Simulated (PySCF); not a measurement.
One molecule, one basis, several functionals.

Compound: C3H7AlN2.
SMILES: `C=[N][AlH2-][N+]#CC`

Torsions of this conformer, `[CH2:1]=[N:2][AlH2-:3][N+:4]#[C:5][CH3:6]`: C1–N2–Al3–N4 170°.

PySCF, pcSseg-1 basis, density fitting, gas phase, PBE0-D3(BJ)/def2-SVP geometry. One functional is left out:

| functional | exact exchange (%) | HOMO energy (eV) | LUMO energy (eV) | dipole moment (D) |
| --- | --- | --- | --- | --- |
| B97-D | 0 | -4.11 | -1.79 | 7.367 |
| BLYP | 0 | -3.98 | -1.73 | 7.324 |
| BP86 | 0 | -4.21 | -1.94 | 7.327 |
| LDA | 0 | -4.19 | -2.03 | 7.297 |
| OPBE | 0 | -4.06 | -1.76 | 7.349 |
| PBE | 0 | -4.10 | -1.84 | 7.313 |
| B3LYP | 20 | -5.19 | -1.04 | 7.454 |
| B97-2 | 21 | -5.15 | -0.87 | 7.468 |
| PBE0 | 25 | -5.40 | -0.78 | 7.469 |
| BHandHLYP | 50 | -6.67 | 0.40 | 7.565 |

Q: Predict the row of mPW1PW91 (25 % exact exchange) by straight lines through the other rows, and check it.

A: 
```json
{"property": "HOMO energy (eV)", "line": "-5.39", "computed": "-5.44", "computed − line": "-0.05", "PBE0 (25 %), for comparison": "-5.40"}
{"property": "LUMO energy (eV)", "line": "-0.74", "computed": "-0.81", "computed − line": "-0.07", "PBE0 (25 %), for comparison": "-0.78"}
{"property": "dipole moment (D)", "line": "7.461", "computed": "7.467", "computed − line": "+0.006", "PBE0 (25 %), for comparison": "7.469"}
```

Q: Which of these properties follows the share of exact exchange most closely, and which least?

A: Most closely the HOMO energy, least the dipole moment; the correlations over the tabulated rows are HOMO energy -0.997, LUMO energy 0.993, dipole moment 0.965. The HOMO energy moves by -0.513 eV for every 10 %. Functionals with the same share still differ in their other parts: at 0 % BLYP and BP86 differ by 0.23 eV in it.
